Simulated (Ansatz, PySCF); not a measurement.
C₄H₅FSi, SMILES [SiH3]/C=C(\F)C#C. Atoms are numbered in the order given.

```xyz
11

C      3.1817     0.3918     0.1335
C      1.9856     0.1982     0.1707
C      0.5788    -0.0281     0.2117
F      0.1733    -0.6783     1.3106
C     -0.3170     0.3400    -0.7136
Si    -2.1478    -0.0180    -0.5423
H      4.2423     0.5641     0.0995
H      0.0777     0.8670    -1.5860
H     -2.7047     0.6317     0.6817
H     -2.3967    -1.4881    -0.4572
H     -2.8437     0.5270    -1.7448
```

Coordinates come from a PBE0-D3(BJ)/def2-SVP optimisation. The structure was generated by enumeration; whether it is a known compound was not checked.

Two levels are set side by side: PBE-D3(BJ)/def2-SVP (Ansatz, an electronic-structure program) and PBE0-D3(BJ)/def2-SVP (Ansatz). Each level has its own optimised geometry; the coordinates shown are those of the second. Frequencies come from the Hessian of PySCF at each geometry. Differences are taken from unrounded values.

```csv
quantity,PBE0-D3(BJ)
mean bond length (Å),1.384
bond C1–C2 (Å),1.212
bond C2–C3 (Å),1.425
bond C3–F4 (Å),1.340
bond C3–C5 (Å),1.339
bond C5–Si6 (Å),1.873
bond C1–H7 (Å),1.075
bond C5–H8 (Å),1.093
bond Si6–H9 (Å),1.493
bond Si6–H10 (Å),1.493
bond Si6–H11 (Å),1.492
highest harmonic wavenumber (cm⁻¹),3486
mean harmonic wavenumber (cm⁻¹),1125
zero-point energy (kcal/mol),43.43
```

Question: What does PBE-D3(BJ) give, and how far is it from PBE0-D3(BJ)? (The exact figures need the calculation; the answer reports its results.)

Answer: 
```csv
quantity,PBE-D3(BJ),PBE-D3(BJ) minus PBE0-D3(BJ)
mean bond length (Å),1.394,0.010
bond C1–C2 (Å),1.225,0.013
bond C2–C3 (Å),1.425,-0.001
bond C3–F4 (Å),1.358,0.019
bond C3–C5 (Å),1.353,0.014
bond C5–Si6 (Å),1.880,0.007
bond C1–H7 (Å),1.082,0.007
bond C5–H8 (Å),1.101,0.008
bond Si6–H9 (Å),1.504,0.011
bond Si6–H10 (Å),1.504,0.011
bond Si6–H11 (Å),1.503,0.010
highest harmonic wavenumber (cm⁻¹),3404,-82
mean harmonic wavenumber (cm⁻¹),1084,-42
zero-point energy (kcal/mol),41.82,-1.61
```

Exact exchange shortens and stiffens bonds; PBE has none. Differences between two approximate levels are no errors against the true value.
